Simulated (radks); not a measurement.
Question: Species: Ta53+. Configuration: [Ar] 3d2 (the NIST ground configuration). All-electron calculation, scalar-relativistic Kohn-Sham, PBE, spin-polarised, spherical densities, finite nucleus; open shells are filled with parallel spins first (spin-orbit coupling, left out, can overturn this in heavy ions); Fermi nuclear charge, rms radius 5.3507 fm. Program: a radial shooting solver on a logarithmic mesh with Libxc functionals. Some entries of the table are withheld. Estimate them.

orbital,occ.,eigenvalue (eV),<r^2> (bohr^2)
1s up,1,-70960.47,0.0004787
1s down,1,-70960.35,0.0004787
2s up,1,-15103.40,0.007265
2s down,1,-15092.11,0.007257
2p up,3,-13692.25,0.005969
2p down,3,-13683.37,0.005961
3s up,1,-5751.358,0.04245
3s down,1,-5738.877,0.04254
3p up,3,(1),0.04181
3p down,3,(2),0.04192
3d up,2,-4920.802,0.03289
3d down,0,-4904.268,0.03301
4s up,0,(3),0.1515
4s down,0,(4),0.1518
4p up,0,-2808.547,(5)
4p down,0,-2804.003,(6)

Answer: 
(1) 3p up eigenvalue (eV): -5330.829
(2) 3p down eigenvalue (eV): -5318.032
(3) 4s up eigenvalue (eV): -2977.039
(4) 4s down eigenvalue (eV): -2972.533
(5) 4p up <r^2> (bohr^2): 0.1557
(6) 4p down <r^2> (bohr^2): 0.1561
